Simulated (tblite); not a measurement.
Run record: tight-binding relaxation, `CC#CB(CBBr)B(F)F`.

Computed with GFN2-xTB geometry optimisation, gas phase (tblite 0.8.0). Start geometry: from a force field or distance geometry. The input is one job of a driver script: a line of settings, then coordinates in Å.

Command:
```bash
OMP_NUM_THREADS=1 python probes_run.py task.json out
```

Input:
```
{"job": {"kind": "relax", "xc": "GFN2-xTB", "basis": "xTB"}, "charge": 0, "multiplicity": 1}
C      3.556900    -0.922200     0.108800
C      2.161000    -0.427000     0.132700
C      1.032100    -0.043600     0.158800
B     -0.458900     0.451600     0.150800
C     -1.583100    -0.476400    -0.490200
B     -3.051100     0.005500    -0.206700
Br    -4.336800    -1.418400     0.387500
B     -0.666400     2.033100     0.543500
F     -1.463800     2.834900    -0.352800
F     -0.666600     2.390700     1.942300
H      3.856500    -1.340400     1.086700
H      4.197500    -0.095800    -0.214800
H      3.672400    -1.760200    -0.608400
H     -1.328100    -0.513100    -1.586400
H     -1.406500    -1.506300    -0.107200
H     -3.522800     0.796500    -0.956000
```

Q: Estimate the output.

A: 
```
step      E/eV     max force
  0    -785.80426    3.444
  1    -786.21972    6.257
  2    -786.70334    3.234
  3    -786.89125    1.403
  4    -787.00699    0.653
  5    -787.03414    0.416
  6    -787.05109    0.278
  7    -787.05869    0.223
  8    -787.06778    0.255
  9    -787.07407    0.205
... (145 lines left out)
155    -787.26201    0.032
156    -787.26220    0.029
157    -787.26247    0.040
158    -787.26277    0.034
159    -787.26307    0.039
160    -787.26334    0.028
161    -787.26353    0.026
162    -787.26364    0.027
163    -787.26370    0.014
164    -787.26373    0.010
```

«max force» is the largest atomic force in eV/Å.

Q: From which step on does the largest force stay under 0.1 eV/Å, and how much energy is left to gain from there?

A: From step 119 (0.094 eV/Å), 16.8 meV above the end.

Summary of the converged run: energy lowered by 33.7 kcal/mol over 164 steps; largest atomic force 0.010 eV/Å at the end.

The run took 2.4 s on an Arm Neoverse N1 with one thread, no GPU, shared host with 64 logical CPUs at a one-minute load of 62.
Labels such as C1 count atoms from 1, the log's own numbers from 0.
